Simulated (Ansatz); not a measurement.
CH3Li (SMILES [Li][CH3]), charge 0, multiplicity 1, relaxed at each level with Ansatz (a program for electronic structure); harmonic frequencies from differences of analytic forces, average atomic masses, frozen cores.

Task: Give the equilibrium geometry, the harmonic frequencies and the zero-point energy at r2SCAN/def2-TZVPP.

Result: 
(charge 0, multiplicity 1):
| atom | x (Å) | y (Å) | z (Å) |
|---|---|---|---|
| Li | 1.5892 | -0.0228 | 0.0271 |
| C | -0.3787 | 0.0054 | -0.0064 |
| H | -0.8098 | -0.6209 | -0.7998 |
| H | -0.7972 | 1.0085 | -0.1685 |
| H | -0.8353 | -0.3526 | 0.9267 |
Frequencies (cm⁻¹): 417, 417, 637, 1089, 1441, 1441, 2961, 3028, 3028. Zero-point energy 20.67 kcal/mol.

Task: Give the equilibrium geometry, the harmonic frequencies and the zero-point energy at CCSD(T)/cc-pVTZ.

Result: 
(charge 0, multiplicity 1):
```xyz
5

Li     1.597    -0.023     0.027
C     -0.385     0.006    -0.007
H     -0.810    -0.623    -0.802
H     -0.798     1.012    -0.169
H     -0.836    -0.354     0.930
```
Frequencies (cm⁻¹): 429, 429, 631, 1103, 1453, 1453, 2962, 3028, 3028. Zero-point energy 20.75 kcal/mol.
